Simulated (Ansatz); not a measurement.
Gas-phase electronic energies from Ansatz, PBE0-D4/def2-TZVP geometries. CCSD(T)/CBS adds triple-zeta CCSD(T) − MP2 to the extrapolated MP2 energy (def2 sets, frozen cores). This one scheme is used for every species. Functionals use def2-TZVPP. For Ge outer-core shells are correlated without core-valence functions, which leaves a few kJ/mol of doubt a bond. Scalar relativity is left out up to krypton. Each species was taken in one conformer, which may not be the lowest.

`[SiH3][SiH2][SiH2][GeH3]` + `C=N` → `C=[N][GeH3]` + trisilane  (cleavage of the Ge–Si bond)

(1) Is it downhill or uphill in electronic energy at CCSD(T)/CBS, and by how much? (Best estimate.)

(2) What do these levels give: B97M-V, PBE0-D4, PBE-QIDH, revPBE, BHLYP, CCSD/def2-TZVPP? (Best estimate.)

(3) What do rigid-rotor, harmonic-oscillator terms from PBE0-D4/def2-TZVP frequencies (298.15 K, 1 bar) make of the CCSD(T)/CBS value? (Best estimate.)

Largest T1 diagnostic among the species: 0.013.

Results:

(1) Ansatz gave: Uphill: ΔE = +6.8 kcal/mol.

(2) Ansatz gave: B97M-V 6.1, PBE0-D4 8.7, PBE-QIDH 6.7, revPBE 7.5, BHLYP 4.3, CCSD/def2-TZVPP 5.8 kcal/mol.

(3) Computed: ΔZPE = -1.6 kcal/mol, ΔH = +4.6 kcal/mol, ΔS = -14 J/(mol·K), ΔG = +5.7 kcal/mol. Modes under 50 cm⁻¹ make the entropy rough.

The D4 term adds +1.4 kcal/mol with B3LYP and +0.9 kcal/mol with PBE0; it sums over pairs of atoms, weighted by their polarisabilities, and B3LYP, whose exchange is more repulsive, gets the larger term. At CCSD(T), def2-SVP lies −0.9 kcal/mol from the extrapolated value and def2-TZVPP −0.7 kcal/mol.

B3LYP here is the variant with VWN-RPA as its local correlation; programs differ in this.
